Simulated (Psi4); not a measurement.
H4Si2 (SMILES [SiH][SiH3]), singlet, at a GFN2-xTB geometry; HF/STO-3G (Psi4 1.11).

The Psi4 input:
```
memory 2 GB

molecule {
0 1
Si   -0.28890628    0.94648061    0.77145085
H     0.38260808    2.12232723    0.12965429
Si    0.20732861   -0.80767768   -0.59742707
H     0.99631510   -0.86130348   -1.84096251
H    -1.09168725   -1.38838644   -0.98924045
H     0.85485143   -1.81587820    0.26421584
}

set {
  basis sto-3g
  scf_type pk
  puream true
  d_convergence 1e-8
}

energy('scf')
print_variables()
```

The log (banner, timings and long lists left out):

```
   => Loading Basis Set <=

    Name: STO-3G
    Role: ORBITAL
    Keyword: BASIS

         ---------------------------------------------------------
                                   SCF
               by Justin Turney, Rob Parrish, Andy Simmonett
                          and Daniel G. A. Smith
                              RHF Reference
         ---------------------------------------------------------

  ==> Geometry <==

    Molecular point group: c1
    Full point group: C1

    Geometry (in Angstrom), charge = 0, multiplicity = 1:

       Center              X                  Y                   Z               Mass
    ------------   -----------------  -----------------  -----------------  -----------------
         SI          -0.270047142534     0.914392127097     0.731220006754    27.976926534650
         H            0.401467217466     2.090238747097     0.089423446754     1.007825032230
         SI           0.226187747466    -0.839766162903    -0.637657913246    27.976926534650
         H            1.015174237466    -0.893391962903    -1.881193353246     1.007825032230
         H           -1.072828112534    -1.420474922903    -1.029471293246     1.007825032230
         H            0.873710567466    -1.847966682903     0.223984996754     1.007825032230

  Running in c1 symmetry.

  Rotational constants: A =      2.28891  B =      0.19407  C =      0.19018 [cm^-1]
  Rotational constants: A =  68619.84299  B =   5818.16840  C =   5701.42397 [MHz]
  Nuclear repulsion =   76.098879974037672

  Charge       = 0
  Multiplicity = 1
  Electrons    = 32
  Nalpha       = 16
  Nbeta        = 16

  ==> Algorithm <==

  SCF Algorithm Type is PK.
  DIIS enabled.
  MOM disabled.
  Fractional occupation disabled.
  Guess Type is SAD.
  Energy threshold   = 1.00e-06
  Density threshold  = 1.00e-08
  Integral threshold = 1.00e-12

  ==> Primary Basis <==

  Basis Set: STO-3G
    Blend: STO-3G
    Number of shells: 14
    Number of basis functions: 22
    Number of Cartesian functions: 22
    Spherical Harmonics?: true
    Max angular momentum: 1

  ==> Integral Setup <==

  Using in-core PK algorithm.
   Calculation information:
      Number of atoms:                   6
      Number of AO shells:              14
      Number of primitives:             42
      Number of atomic orbitals:        22
      Number of basis functions:        22

      Integral cutoff                 1.00e-12
      Number of threads:                 1

  Performing in-core PK
[...]

                        Total Energy        Delta E     RMS |[F,P]|

   @RHF iter SAD:  -571.33156923316017   -5.71332e+02   0.00000e+00
   @RHF iter   1:  -573.43961237955500   -2.10804e+00   2.95472e-03 DIIS/ADIIS
   @RHF iter   2:  -573.44417565619244   -4.56328e-03   5.92642e-04 DIIS/ADIIS
   @RHF iter   3:  -573.44439058550756   -2.14929e-04   1.26383e-04 DIIS/ADIIS
   @RHF iter   4:  -573.44440232123975   -1.17357e-05   1.00920e-05 DIIS
   @RHF iter   5:  -573.44440240774668   -8.65069e-08   1.66695e-06 DIIS
   @RHF iter   6:  -573.44440241038296   -2.63628e-09   3.03147e-07 DIIS
   @RHF iter   7:  -573.44440241046971   -8.67431e-11   3.81586e-08 DIIS
   @RHF iter   8:  -573.44440241047096   -1.25056e-12   4.28557e-09 DIIS
  Energy and wave function converged.

  ==> Post-Iterations <==

    Orbital Energies [Eh]
    ---------------------

    Doubly Occupied:

[...]
      16A     -0.209958

    Virtual:

[...]
    Final Occupation by Irrep:
              A
    DOCC [    16 ]
    NA   [    16 ]
    NB   [    16 ]

  @RHF Final Energy:  -573.44440241047096

   => Energetics <=

    Nuclear Repulsion Energy =             76.0988799740376720
    One-Electron Energy =                -951.5781715013072244
    Two-Electron Energy =                 302.0348891167986949
    Total Energy =                       -573.4444024104708433

Computation Completed

Properties will be evaluated at   0.000000,   0.000000,   0.000000 [a0]

Properties computed using the SCF density matrix

 Multipole Moments:

 ------------------------------------------------------------------------------------
     Multipole            Electronic (a.u.)      Nuclear  (a.u.)        Total (a.u.)
 ------------------------------------------------------------------------------------

 L = 1.  Multiply by 2.5417464519 to convert [e a0] to [Debye]
 Dipole X            :         -1.1053874            1.1404353            0.0350479
 Dipole Y            :          2.3955033           -1.9404300            0.4550733
 Dipole Z            :          2.5335844           -2.4328086            0.1007758
 Magnitude           :                                                    0.4674140

 ------------------------------------------------------------------------------------

  Variable Map:
  ----------------------------------------------------------------------------
[...]
  Array Variable Map:
  ----------------------------------------------------------------------------
[...]
[...]
```
